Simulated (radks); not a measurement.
The ruthenium ion Ru2+ inside a hard spherical wall (all orbitals vanish at R), configuration held at [Kr] 4d6 and not refilled when levels cross. All-electron calculation, scalar-relativistic Kohn-Sham, r2SCAN, spin-polarised, spherical densities, finite nucleus; open shells are filled with parallel spins first (spin-orbit coupling, left out, can overturn this in heavy ions); meta-GGA in the generalised Kohn-Sham scheme; Fermi nuclear charge, rms radius 4.4809 fm. Program: a radial shooting solver on a logarithmic mesh with Libxc functionals. Eigenvalues in eV for spin up, with the zero of energy where the potential of the charges vanishes at infinity; a dash marks a level that is unbound or too diffuse for the functional's potential to be trusted. A positive occupied level is held by the wall or, in an anion where self-interaction has pushed it up, behind a barrier. The pressure on the wall is -dE/dV.

R (bohr)	E (hartree)	kinetic (hartree)	e(3d)	e(4s)	e(4p)	e(4d)	e(5s, empty)	e(5p, empty)	pressure (GPa)
free	-4530.51529	4685.112	-296.29	-100.01	-69.275	-25.649	-19.109	-13.069	0
20	-4530.51529	4685.112	-296.29	-100.01	-69.275	-25.649	-19.109	-13.069	< 0.0001
10	-4530.51529	4685.112	-296.29	-100.01	-69.275	-25.649	-19.109	-13.067	< 0.0001
7	-4530.51522	4685.113	-296.28	-100.00	-69.271	-25.645	-19.085	-12.925	0.00703
6	-4530.51466	4685.120	-296.25	-99.974	-69.243	-25.619	-18.964	-12.533	0.0910
4	-4530.46473	4685.492	-294.85	-98.812	-68.142	-24.504	-15.257	-6.129	16.0
3.5	-4530.36531	4686.099	-293.03	-97.392	-66.797	-23.001	-10.614	0.442	62.7
3	-4530.05520	4687.803	-288.97	-94.410	-63.922	-19.514	0.007	14.189	275
2.5	-4528.98292	4693.209	-279.35	-87.772	-57.178	-10.861	25.995	45.160	1440
1.5	-4504.12234	4786.450	-191.26	-11.983	26.923	90.558	312.14	347.27	88100
